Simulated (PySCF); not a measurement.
SMILES [Ga]([CH3])([CH3])[CH3], GFN2-xTB optimised geometry. Atoms within 1.6 Å of the plane z = 0.6 Å (x, y, z in Å): C1 (1.87, -0.12, 0.00), Ga2 (-0.17, -0.12, 0.00), C3 (-1.19, -1.89, 0.00), C4 (-1.20, 1.65, 0.00), H5 (2.28, -1.14, -0.01), H6 (2.27, 0.39, 0.89), H7 (2.27, 0.41, -0.87), H8 (-2.28, -1.74, 0.04), H9 (-0.97, -2.48, -0.89), H10 (-0.91, -2.51, 0.86), H11 (-1.80, 1.75, 0.91), H12 (-0.52, 2.51, -0.05), H13 (-1.88, 1.71, -0.85).

Method: PBE/def2-TZVP run with PySCF 2.14.0.

Map of the deformation density (molecule minus spherical neutral atoms) (e/bohr³) on the plane z = 0.6 Å:

```
|                           |
|                           |
|                           |
|                           |
|                           |
|                           |
|                           |
|        ....               |
|        +%:                |
|        +@-                |
|        .:::.              |
|          .:.     ..       |
|          ..   ..:#@.      |
|               .::*#.      |
|               ..  .       |
|          ...     ..       |
|          .:.              |
|        .  :.              |
|        ..==.              |
|         :@%.              |
|         .==               |
|                           |
|                           |
|                           |
|                           |
|                           |
|                           |
```
Scale: ten equal steps from -0.007 (start of ' ') to 0.079 (end of '@'), in the order ' .:-=+*#%@'; x runs from -5.00 to 5.00, y from -5.00 (bottom) to 5.00 (top).
